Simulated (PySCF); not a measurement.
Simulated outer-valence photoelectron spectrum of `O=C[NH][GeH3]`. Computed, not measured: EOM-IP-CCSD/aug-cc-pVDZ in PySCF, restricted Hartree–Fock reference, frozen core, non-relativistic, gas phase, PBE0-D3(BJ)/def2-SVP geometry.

Each root has a Gaussian of 0.5 eV full width with its one-hole share as area; cross sections and vibrations are left out, and the highest printed point is 100.

(ionisation energy (eV), intensity): (9.4, 1), (9.6, 12), (9.8, 54), (10.0, 100), (10.2, 78), (10.4, 26), (10.6, 4), (10.8, 0), (11.0, 0), (11.2, 0), (11.4, 0), (11.6, 0), (11.8, 0), (12.0, 5), (12.2, 34), (12.4, 88), (12.6, 96), (12.8, 45), (13.0, 19), (13.2, 37), (13.4, 52), (13.6, 30), (13.8, 9), (14.0, 13), (14.2, 38), (14.4, 49), (14.6, 31), (14.8, 30), (15.0, 50), (15.2, 41), (15.4, 14), (15.6, 2), (15.8, 0), (16.0, 0), (16.2, 0), (16.4, 0), (16.6, 0), (16.8, 0), (17.0, 0), (17.2, 3), (17.4, 17), (17.6, 44), (17.8, 46), (18.0, 20), (18.2, 4), (18.4, 0)

Question: Where are the maxima, and how many lines lie under the curve?

Answer: 6 maxima, at 10.0, 12.5, 13.4, 14.4, 15.1 and 17.7 eV, from 8 lines. At this width some lines have no maximum of their own.

Question: List the lines with their holes.

Answer: 
```
E (eV)  leading hole (HF orbital)  area  Koopmans (eV)
 10.01                       HOMO  0.94          11.14
 10.08                     HOMO-1  0.94          11.83
 12.50                     HOMO-2  0.95          13.08
 12.54                     HOMO-3  0.94          13.19
 13.38                     HOMO-4  0.94          14.73
 14.36                     HOMO-5  0.91          15.79
 15.06                     HOMO-6  0.93          17.17
 17.71                     HOMO-7  0.91          19.40
```

The widest gap, 2.65 eV, lies between 15.06 and 17.71 eV. Only orbitals with −ε under 21 eV, eight at most, were ionised, so the high end of the curve may lack lines.

Conformer computed: `[O:1]=[CH:2][NH:3][GeH3:4]`: O1–C2–N3–Ge4 0°.

One conformer stands for the species.
